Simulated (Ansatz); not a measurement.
Ansatz (a quantum-chemistry and plane-wave program) input (B3LYP-D3(BJ)/def2-TZVP):

Ansatz 0.2 input:
```yaml
crystal:
  periodic: [false, false, false]
  atoms:
    - {symbol: Si, position_ang: [0.02789648, -1.67975204, 0.79791334]}
    - {symbol: O, position_ang: [1.31715956, -0.70357188, 0.67527582]}
    - {symbol: Si, position_ang: [2.00770101, 0.65144389, 0.11095165]}
    - {symbol: O, position_ang: [-1.32759091, -0.89780822, 0.37020646]}
    - {symbol: Si, position_ang: [-2.06651332, 0.38856689, -0.28476302]}
    - {symbol: H, position_ang: [0.20985388, -2.75921071, -0.16132954]}
    - {symbol: H, position_ang: [2.02960402, 0.58656022, -1.35150896]}
    - {symbol: H, position_ang: [1.22864661, 1.80213755, 0.56679261]}
    - {symbol: H, position_ang: [3.34527869, 0.60107038, 0.69218854]}
    - {symbol: H, position_ang: [-2.02012921, 1.47789724, 0.68970295]}
    - {symbol: H, position_ang: [-1.38066426, 0.76647702, -1.52173987]}
    - {symbol: H, position_ang: [-3.41981511, -0.10183024, -0.52601027]}
basis:
  gaussian:
    orbitals: def2-TZVP
hamiltonian:
  xc: b3lyp
  dispersion: d3bj
magnetization: {spin_polarized: true, initial_magnetization: 1}
relax: {f_tol: 0.002, max_steps: 150}
```

End of the output:

```
reference -27848.63673082 eV, -1023.4185233735 hartree; 33, 32 occupied and 182, 183 virtual orbitals, 1393 factors
Total energy: -27849.17038892 eV, -1023.4381349471 hartree
Atom 0 at     0.036829    -1.611181     0.834882 Å, force     0.000585    -0.001261    -0.000280 eV/Å
Atom 1 at     1.382279    -0.829392     0.319993 Å, force     0.000286     0.000152     0.000694 eV/Å
Atom 2 at     2.106121     0.611053    -0.000751 Å, force    -0.000244    -0.000789    -0.000034 eV/Å
Atom 3 at    -1.301676    -0.948788     0.161956 Å, force     0.000690    -0.000465     0.000645 eV/Å
Atom 4 at    -2.150971     0.400712    -0.235162 Å, force    -0.001809    -0.000943    -0.001615 eV/Å
Atom 5 at     0.129981    -3.015250     0.340693 Å, force    -0.000101    -0.000034     0.000174 eV/Å
Atom 6 at     2.432783     0.678703    -1.441382 Å, force    -0.000137     0.000366    -0.000008 eV/Å
Atom 7 at     1.192511     1.724516     0.348848 Å, force     0.000045     0.000348    -0.000125 eV/Å
Atom 8 at     3.344783     0.719129     0.799014 Å, force     0.000360     0.000308    -0.000159 eV/Å
Atom 9 at    -2.320819     1.263249     0.956334 Å, force     0.000273     0.001321     0.001010 eV/Å
Atom 10 at    -1.427007     1.156631    -1.282519 Å, force     0.001104     0.001239    -0.000162 eV/Å
Atom 11 at    -3.473385    -0.017403    -0.744227 Å, force    -0.001053    -0.000243    -0.000140 eV/Å
Dipole moment:    -0.005334     0.136698    -0.003313 e Å
```

It need not be the lowest isomer of its formula.
